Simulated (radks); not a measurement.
Q: Coherent X-ray form factor from a spherical all-electron density. All-electron calculation, scalar-relativistic Kohn-Sham, XLYP, spin-polarised, spherical densities, finite nucleus; Fermi nuclear charge, rms radius of each element as measured or else 0.836 A^(1/3) + 0.57 fm. Program: a radial shooting solver on a logarithmic mesh with Libxc functionals.

sin(theta)/lambda (1/angstrom)  f0 (electrons)
0.05                                    35.999
0.1                                     33.946
0.15                                    31.674
0.2                                     29.362
0.25                                    27.155
0.3                                     25.170
0.4                                     21.927
0.5                                     19.360
0.6                                     17.130
0.8                                     13.257
1                                       10.279
1.25                                     7.893
1.5                                      6.568
2                                        5.190

The species is in the configuration that NIST lists as its ground one. Which atom or ion scatters so?

A: Neutral rubidium, [Kr] 5s1. Extrapolating in s^2 from the first two rows gives f0(0) = 36.7, near the electron count 37; among species with that count, the fall with angle is slower the higher Z, and the table is that of Z = 37; from so few rows the species is fixed only to a neighbour or two.
